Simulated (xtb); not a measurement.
hex-3-yne (C₆H₁₀), SMILES CCC#CCC. All values are semi-empirical tight-binding results from xtb (GFN2-xTB unless named), good for trends rather than for accurate numbers. The structure is a stationary point at GFN2-xTB.

Computed properties:
```json
{
  "point_group_as_xtb_finds_it": "C2v",
  "orbital_gap": "6.64 eV",
  "dipole_moment": "0.07 D",
  "zero_point_energy": "87.6 kcal/mol",
  "G − E(el) at 298.15 K (modified RRHO)": "67.4 kcal/mol",
  "static polarisability (D4 model)": "69.7 bohr³",
  "solvation energy, GFN2-xTB/ALPB(water)": "-0.9 kcal/mol",
  "solvation energy, GFN2-xTB/ALPB(benzene)": "-5.6 kcal/mol"
}
```

Computed IR lines (harmonic; lines under 4 % of the strongest left out, lines within 3 cm⁻¹ merged):
ν (cm⁻¹): 817 (m), 976 (w), 1195 (m), 1504 (w), 2934 (s), 2950 (vs), 3029 (vs), 3034 (vs), 3039 (m) (against the strongest line: vs over 80 %, s over 45 %, m over 15 %, w over 4 %, vw less)
